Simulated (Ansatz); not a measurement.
The cluster Cd7⁺: single points at one geometry.

```yaml
crystal:
  periodic: [false, false, false]
  atoms:
    - {symbol: Cd, position_ang: [-0.648707, 2.366712, -2.290505]}
    - {symbol: Cd, position_ang: [1.967908, -2.593323, -0.830461]}
    - {symbol: Cd, position_ang: [-1.914679, 1.712917, 0.390359]}
    - {symbol: Cd, position_ang: [1.081756, -0.131774, -2.374271]}
    - {symbol: Cd, position_ang: [-1.850823, -0.156454, 2.791247]}
    - {symbol: Cd, position_ang: [0.122581, -2.095818, 1.524936]}
    - {symbol: Cd, position_ang: [1.241974, 0.897740, 0.788685]}
basis:
  gaussian: {orbitals: def2-TZVP, initial_orbitals: start.molden}
total_charge: 1
magnetization: {spin_polarized: true, initial_magnetization: 1}
hamiltonian: {xc: r2scan}
scf: {omitted_lower_state_checks: [starts]}
output: {orbitals: {seedname: orbitals}}
```

The file start.molden holds the orbitals of an earlier run on this structure, at another level or in another basis.

```sh
$ ansatz run in.yaml --threads 4 --pin off --events-out ev --progress --plain --max-ram 4787MiB
```

It prints (some lines left out):

```
Functional definition: r2SCAN
2583 factors; their error is unknown
mean field evaluation 1: about -31964.8075 eV, gradient 5.4e0 eV
mean field evaluation 2: about -31964.9437 eV, gradient 1.3e-1 eV
mean field evaluation 4: about -31964.9265 eV, gradient 4.7e-4 eV
mean field -31964.92651096 eV, -1174.6893826725 hartree, gradient 2.1e-5 eV, S^2 0.769425; 0 other end points of the search recorded, 0 dependent functions left out
reference -31964.92654062 eV, -1174.6893837622 hartree; 70, 69 occupied and 210, 211 virtual orbitals, 2583 factors
Total energy: -31964.92654062 eV, -1174.6893837622 hartree
Checks for a lower state left out: starts
```

Hardware: 4 threads of Arm Neoverse V2 on a shared host. Wall time 35 s, peak host memory 0.87 GiB.

First input, but with `hamiltonian: {xc: {name: LC-wPBE}}` (abridged; 46 s):

```
Functional definition: LC-wPBE
mean field -31954.67290994 eV, -1174.3125697851 hartree, gradient 2.9e-5 eV, S^2 0.855014
Total energy: -31954.67290995 eV, -1174.3125697853 hartree
Checks for a lower state left out: starts
```

The first input with `hamiltonian: {xc: lda}` (abridged; 6 s):

```
Functional definition: SPW92
mean field -31899.53256499 eV, -1172.2861994837 hartree, gradient 7.6e-6 eV, S^2 0.751268
Total energy: -31899.53261419 eV, -1172.2862012915 hartree
Checks for a lower state left out: starts
```

The first input with `gaussian: {orbitals: def2-SVP, initial_orbitals: start.molden}`, `hamiltonian: {xc: pbe0}` (abridged; 17 s):

```
Functional definition: PBE0
mean field -31944.93987872 eV, -1173.9548874851 hartree, gradient 6.1e-5 eV, S^2 0.765108
Total energy: -31944.93991727 eV, -1173.9548889017 hartree
Checks for a lower state left out: starts
```

First input, but with `hamiltonian: {xc: pbe}`, `output: {forces: true, orbitals: {seedname: orbitals}}` (abridged; 14 s):

```
Functional definition: PBE
mean field -31955.47747282 eV, -1174.3421369257 hartree, gradient 1.6e-5 eV, S^2 0.753079
Total energy: -31955.47752460 eV, -1174.3421388282 hartree
Atom 0 force    -0.001580    -0.010757    -0.004489 eV/Å
Atom 1 force    -0.005095    -0.001090    -0.006939 eV/Å
Atom 2 force     0.015256    -0.010481     0.007502 eV/Å
Atom 3 force    -0.005489     0.010340     0.028257 eV/Å
Atom 4 force    -0.001340    -0.006219    -0.014114 eV/Å
Atom 5 force    -0.005203     0.017572     0.000898 eV/Å
Atom 6 force     0.003452     0.000636    -0.011116 eV/Å
Dipole moment:    -0.038391    -0.031765    -0.032608 e Å
Checks for a lower state left out: starts
```

The first input with `gaussian: {orbitals: def2-SVP, initial_orbitals: start.molden}`, `hamiltonian: {xc: pbe}` (abridged; 8.5 s):

```
Functional definition: PBE
mean field -31947.34030638 eV, -1174.0431015744 hartree, gradient 1.3e-5 eV, S^2 0.752709
Total energy: -31947.34035798 eV, -1174.0431034708 hartree
Checks for a lower state left out: starts
```

First input, but with `correlation: {method: mp2}` and without the key `hamiltonian` (abridged; 64 s):

```
Functional definition: HF
mean field evaluation 16: about -31781.5646 eV, gradient 2.9e-6 eV
mean field -31781.56458447 eV, -1167.9509561611 hartree, gradient 2.9e-6 eV, S^2 0.974637
second order -96.36103215 eV of doubles, -0.00000000 eV of singles
Total energy: -31877.92561662 eV, -1171.4921587766 hartree
Checks for a lower state left out: starts
```

Geometry: PBE/def2-SVP.

In the def2 sets Cd takes a core potential; there is no spin–orbit coupling. LC-ωPBE has ω = 0.4 bohr⁻¹. Correlated methods freeze no core orbitals; core or outer-core shells of Cd are correlated, in sets that lack core-valence functions. At LC-ωPBE/def2-TZVP, MP2/def2-TZVP the charge 1 doublet is spin-contaminated (final ⟨S²⟩ up to 0.97, 0.75 for a pure state). Another isomer (doublet) lies 0.05 eV lower at PBE0/def2-TZVP; other spin states weren't run for this one.
